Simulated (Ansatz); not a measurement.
Isolated molecules relaxed with PBE0-D4/def2-TZVP in Ansatz; ΔE leaves out vibrations. CBS: MP2 limit from def2 TZ/QZ plus the TZ coupled-cluster correction, frozen cores. Functionals use def2-TZVPP. B3LYP here is the variant with VWN-RPA as its local correlation; programs differ in this. For Ge, Se outer-core shells are correlated without core-valence functions, which leaves a few kJ/mol of doubt a bond. Scalar relativity is left out up to krypton. Each species was taken in one conformer, which may not be the lowest.

Consider the redistribution: `[CH3][Ge]([SH])([Cl])[Cl]` + `FC(Cl)=[Se]` → `[CH3][Ge]([Cl])([Cl])[Cl]` + `FC(S)=[Se]`.

(1) Is it downhill or uphill in electronic energy at CCSD(T)/CBS, and by how much? (An estimate is asked.)

(2) What do these levels give: PBE0-D4, B3LYP-D4, PBE-QIDH, BLYP, B3LYP, r2SCANh, r2SCAN0, BHLYP, RPA@PBE/def2-TZVPP, MP2/def2-TZVPP, SCS-MP2/def2-QZVPP, CCSD/CBS(def2)? (Best estimate.)

Largest T1 diagnostic among the species: 0.016.

## Answers

(1) Ansatz gave: Downhill: ΔE = -0.61 eV.

(2) The calculation gave: PBE0-D4 -0.62, B3LYP-D4 -0.64, PBE-QIDH -0.64, BLYP -0.63, B3LYP -0.65, r2SCANh -0.66, r2SCAN0 -0.66, BHLYP -0.69, RPA@PBE/def2-TZVPP -0.59, MP2/def2-TZVPP -0.61, SCS-MP2/def2-QZVPP -0.61, CCSD/CBS(def2) -0.62 eV.

In def2-TZVPP, CCSD(T) changes the Hartree–Fock value by +0.14 eV (the triples alone add +0.01 eV) and MP2 by +0.13 eV. From BLYP to BHLYP (50 % exact exchange), in def2-TZVPP and without D4, ΔE moves by −0.06 eV. Leaving LDA and LC-ωPBE aside and taking each functional with its dispersion term where it has one, the values, not all of them listed here, spread over 0.09 eV, from BHLYP-D4 to PBE-D4.
